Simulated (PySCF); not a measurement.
Spectrum to structure. The calculation used TDDFT CAM-B3LYP/def2-SVPD, vertical, gas phase, core orbitals frozen in the response (PySCF). Geometries: GFN2-xTB, one conformer each.

| state | E (eV) | f |
| --- | --- | --- |
| S1 | 6.43 | 0.118 |
| S2 | 6.89 | 0.011 |
| S3 | 7.31 | 0.0026 |
| S4 | 7.40 | 0.041 |
| S5 | 7.63 | 0.012 |
| S6 | 7.97 | 0.021 |
| S7 | 8.07 | 0.0082 |
| S8 | 8.22 | 0.026 |

Triplets computed (Tamm–Dancoff): 4.16, 6.73, 7.01 eV.

Orbital energies (eV): HOMO-3 -12.00, HOMO-2 -10.91, HOMO-1 -9.65, HOMO -8.36, LUMO 1.10, LUMO+1 1.50, LUMO+2 1.89.

Question: Which candidate is it? All have the formula C6H6F2.
A. `C1=C(F)C/C1=C(/F)C`
B. `FC(F)=C/C=C\C=C`
C. `FC1=C[C@@H]2C[C@]2(F)C1`

Answer: C. Its S1, at 6.43 eV, is the highest among the candidates; the nearest of the others has S1 at 5.83 eV. S1 is HOMO→LUMO (91%). Löwdin shares by element: HOMO carbon 64% or more, fluorine 10% or more (atoms not listed hold the other 26%); LUMO carbon 54% or more, hydrogen 7% or more (atoms not listed hold the other 39%). At the same level the other candidates give, for their lowest levels:
- `C/C(F)=C1/C=C(F)C1`: 5.83 eV (f 0.376); 6.05 eV (f 0.000); 6.68 eV (f 0.005); 6.95 eV (f 0.000); 7.11 eV (f 0.206); T1 3.44 eV; HOMO -7.72, LUMO 0.74 eV
- `C=C/C=C\C=C(F)F`: 5.01 eV (f 0.965); 6.14 eV (f 0.002); 6.27 eV (f 0.021); 6.43 eV (f 0.009); 6.75 eV (f 0.006); T1 2.63 eV; HOMO -7.56, LUMO -0.41 eV
